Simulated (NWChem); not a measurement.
# SiH₂SF₂; SMILES F[SiH](F)S

```xyz
6

Si     0.0185     0.4794     0.3041
F     -1.3401     1.1405    -0.2205
F      1.2445     1.2787    -0.3478
S     -0.0327    -1.5454    -0.3533
H      0.1226     0.6274     1.7673
H      1.1529    -1.8784     0.2040
```
Atoms are numbered in this order, from 1.

Program: NWChem. Structure relaxed at the B3LYP/6-31G* (spherical d) level. Level: PBE0/def2-SVP with SMD (1 M gas to 1 M solution), gas-phase geometry. Reactions with the solvent are ignored.

```json
[
 {"solvent": "water", "dielectric constant": "78.4", "solvation free energy (kcal/mol)": "-1.2", "cavity-dispersion-structure term (kcal/mol)": "2.5", "dipole in solution (D)": "2.58"},
 {"solvent": "1-propanol", "dielectric constant": "20.5", "solvation free energy (kcal/mol)": "-4.2", "cavity-dispersion-structure term (kcal/mol)": "-0.7", "dipole in solution (D)": "2.55"},
 {"solvent": "tetrahydrofuran", "dielectric constant": "7.43", "solvation free energy (kcal/mol)": "-3.6", "cavity-dispersion-structure term (kcal/mol)": "-0.5", "dipole in solution (D)": "2.50"},
 {"solvent": "diethyl ether", "dielectric constant": "4.24", "solvation free energy (kcal/mol)": "-3.8", "cavity-dispersion-structure term (kcal/mol)": "-1.1", "dipole in solution (D)": "2.44"},
 {"solvent": "toluene", "dielectric constant": "2.37", "solvation free energy (kcal/mol)": "-3.0", "cavity-dispersion-structure term (kcal/mol)": "-0.9", "dipole in solution (D)": "2.33"},
 {"solvent": "acetone", "dielectric constant": "20.5", "solvation free energy (kcal/mol)": "-4.2", "cavity-dispersion-structure term (kcal/mol)": "-0.6", "dipole in solution (D)": "2.55"},
 {"solvent": "N,N-dimethylformamide", "dielectric constant": "37.2", "solvation free energy (kcal/mol)": "-3.7", "cavity-dispersion-structure term (kcal/mol)": "-0.1", "dipole in solution (D)": "2.57"}
]
```
